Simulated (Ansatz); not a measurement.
The cluster Nb4⁺, relaxed as a doublet with UKS PBE-D4/def2-SVP in Ansatz, starting from the GFN2-xTB geometry. Force threshold 0.02 eV/Å.

In the def2 sets Nb takes a core potential; there is no spin–orbit coupling. The structure comes from a short search, and lower isomers may exist.

Start:

```xyz
4

Nb    0.276   -0.885    2.095
Nb    0.662   -1.526   -1.575
Nb   -2.201    0.502   -0.384
Nb    1.263    1.909   -0.136
```

| step | energy (eV) | largest force component (eV/Å) | SCF passes |
| --- | --- | --- | --- |
| 1 | -6184.8941 | 1.249 | 198 |
| 2 | -6185.9655 | 2.443 | 78 |
| 3 | -6188.3859 | 3.043 | 59 |
| 4 | -6191.7131 | 4.130 | 107 |
| 5 | -6194.4665 | 1.448 | 54 |
| 6 | -6194.5320 | 1.291 | 66 |
| 7 | -6194.6170 | 0.136 | 56 |
| 8 | -6194.6180 | 0.012 | 42 |

Force components are those of the run's own axes.

End:

```tsv
atom	x (Å)	y (Å)	z (Å)
Nb1	0.234	-0.613	1.401
Nb2	0.420	-1.073	-1.040
Nb3	-1.473	0.367	-0.300
Nb4	0.818	1.318	-0.060
```

By distances, no bond broke or formed, bridged metal pairs apart. The bond that changes most is Nb3–Nb4, from 3.75 to 2.49 Å (atoms count from 1). Metal–metal contacts that move far: Nb2–Nb4 3.77 to 2.61 Å.

No frequencies were taken in this run, so the end may be a saddle point.

Hardware: 4 threads of Arm Neoverse V1 on a shared host. Wall time 50 s.
